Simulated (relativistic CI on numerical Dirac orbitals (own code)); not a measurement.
# Cd+: computed level list

These numbers are calculated, not measured: Dirac-Coulomb-Breit CI, orbitals from a KLI potential per configuration, model QED, valence Slater integrals scaled by 0.85, P86 correlation energy added to each configuration (own radial code, finite nucleus).

CI space (outside the closed core [Kr]): 4d10 5s, 4d10 5p, 4d9 5s2, 4d10 6s, 4d10 5d, 4d10 6p, 4d10 7s, 4d10 6d, 4d10 7p, 4d10 4f, 4d10 8s, 4d10 5g, 4d10 5f, 4d10 7d, 4d10 8p, 4d10 9s, 4d9 5s 4f, 4d10 9p, 4d9 5s 5p. Double excitations out of closed p, d and f shells are left out; levels of such configurations are missing from the list, as are those of other unlisted configurations, and high levels can miss mixing partners.

The lowest level is 4d10 5s 2S_1/2, with 100 % of that term; Hund's rules for 4d10 5s give 2S with J = 1/2, in agreement.

| No. | Configuration | Term | J | E (cm⁻¹) | % | Lifetime (s) |
| --- | --- | --- | --- | --- | --- | --- |
| 1 | 4d10 5s | 2S | 1/2 | 0.0 | 100 |  |
| 2 | 4d10 5p | 2P° | 1/2 | 41033.6 | 99 | 2.79e-09 |
| 3 | 4d10 5p | 2P° | 3/2 | 43096.7 | 99 | 2.41e-09 |
| 4 | 4d9 5s2 | 2D | 5/2 | 74078.8 | 99 | 1.18e-07 |
| 5 | 4d10 6s | 2S | 1/2 | 76645.9 | 100 | 2.49e-09 |
| 6 | 4d9 5s2 | 2D | 3/2 | 79363.1 | 93 | 1.70e-08 |
| 7 | 4d10 5d | 2D | 5/2 | 82724.6 | 99 | 1.65e-09 |
| 8 | 4d10 5d | 2D | 3/2 | 82755.6 | 93 | 1.68e-09 |
| 9 | 4d10 6p | 2P° | 1/2 | 88133.5 | 100 | 1.98e-08 |
| 10 | 4d10 6p | 2P° | 3/2 | 88666.1 | 99 | 1.53e-08 |
| 11 | 4d10 7s | 2S | 1/2 | 100415.7 | 100 | 3.79e-09 |
| 12 | 4d9 5s 5p | 4P° | 5/2 | 102902.9 | 94 | 6.02e-06 |
| 13 | 4d10 4f | 2F° | 5/2 | 103133.3 | 100 | 3.58e-09 |
| 14 | 4d10 4f | 2F° | 7/2 | 103135.9 | 100 | 3.59e-09 |
| 15 | 4d10 6d | 2D | 3/2 | 103344.4 | 100 | 3.27e-09 |
| 16 | 4d10 6d | 2D | 5/2 | 103400.1 | 100 | 3.49e-09 |
| 17 | 4d10 7p | 2P° | 1/2 | 105359.3 | 99 | 3.00e-08 |
| 18 | 4d10 7p | 2P° | 3/2 | 105613.9 | 98 | 3.49e-08 |
| 19 | 4d9 5s 5p | 4P° | 3/2 | 106036.6 | 84 | 1.36e-08 |
| 20 | 4d9 5s 5p | 4F° | 7/2 | 106269.7 | 80 | 6.06e-07 |
| 21 | 4d9 5s 5p | 4F° | 5/2 | 106816.2 | 68 | 7.48e-07 |
| 22 | 4d9 5s 5p | 4F° | 9/2 | 106838.9 | 100 | 1.11e+02 |
| 23 | 4d9 5s 5p | 4P° | 1/2 | 108783.3 | 89 | 1.02e-08 |
| 24 | 4d9 5s 5p | 4F° | 3/2 | 109159.4 | 87 | 6.84e-07 |
| 25 | 4d9 5s 5p | 4D° | 7/2 | 110932.3 | 85 |  |
| 26 | 4d10 8s | 2S | 1/2 | 111298.4 | 100 | 6.11e-09 |
| 27 | 4d9 5s 5p | 4D° | 5/2 | 111439.0 | 50 | 5.20e-07 |
| 28 | 4d10 7d | 2D | 3/2 | 112848.9 | 100 | 5.85e-09 |
| 29 | 4d9 5s 5p | 2D° | 3/2 | 112874.2 | 44 | 8.44e-08 |
| 30 | 4d10 7d | 2D | 5/2 | 112878.1 | 100 | 6.29e-09 |

Energies count from the lowest computed level; ° marks odd parity; lifetimes are radiative, by E1, M1, E2, M2, E3 decay to levels of this space only; some are left blank where a channel outside the calculation adds to the decay or the decay crosses a small, uncertain gap.

The mean weight of the leading LS term, summed over parents, in these 30 levels is 92 %, and that of the leading jj configuration (from the same eigenvectors) 88 %.

Correlation outside the listed configurations is missing or only estimated: errors of thousands of cm⁻¹ between configurations and terms are usual at this charge. Rates and lifetimes follow the computed energies and can be off by large factors. The fine structure of a lone outer electron comes out too small, for d and f at times inverted, and misplaced configurations move strength between like terms. 7 of the 7 excited levels that our extract of the measured tables holds in this range could be paired (the sources list more); they are missed by 5187 cm⁻¹ on average and 7119 at most, and levels without a partner can miss by more.

LS names give the leading component of a level, which can be under half, so a name can repeat, a term be missing and a line seem to break the LS rules.
